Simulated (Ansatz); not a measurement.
Cs2H3⁻, relaxed as a singlet with RKS PBE0-D4/def2-TZVPD in Ansatz, starting from the GFN1-xTB geometry. Force threshold 0.02 eV/Å.

In the def2 sets Cs takes a core potential; there is no spin–orbit coupling. The highest occupied level of the charge -1 singlet lies above zero (up to 0.33 eV). The electron is either unbound and held by the finite basis, or the level is raised by self-interaction error. The structure comes from a short search, and lower isomers may exist.

Start:

Cartesian coordinates in Å:
```
Cs -1.167 1.626 0.561
Cs 2.145 -0.272 0.964
H -0.427 -0.384 -1.470
H -0.647 -1.157 1.519
H 0.095 0.186 -1.574
```

| step | energy (eV) | largest force component (eV/Å) | SCF passes |
| --- | --- | --- | --- |
| 1 | -1144.2101 | 0.703 | 30 |
| 2 | -1144.3971 | 0.269 | 35 |
| 3 | -1144.4941 | 0.155 | 34 |
| 4 | -1144.5498 | 0.163 | 34 |
| 5 (rejected) | -1144.5363 | 1.306 | 33 |
| 6 | -1144.5819 | 0.212 | 34 |
| 7 | -1144.5995 | 0.531 | 34 |
| 8 | -1144.6158 | 0.254 | 34 |
| 9 (rejected) | -1144.6146 | 0.073 | 34 |
| 10 | -1144.6197 | 0.036 | 33 |
| 11 | -1144.6198 | 0.004 | 35 |

Force components are those of the run's own axes.

End:

```xyz
5

Cs   -1.535    1.771    0.878
Cs    2.236   -0.495    1.031
H    -0.204   -0.401   -1.049
H    -0.496   -0.777    0.869
H    -0.002   -0.098   -1.729
```

Bonds lost: Cs1–H5 (atoms count from 1). Bonds formed: Cs2–H3 (atoms count from 1). The end is the same structure that another start reached.

No frequencies were taken in this run, so the end may be a saddle point.

It took 6 s on 4 threads of AMD EPYC 9R45 on a shared host.
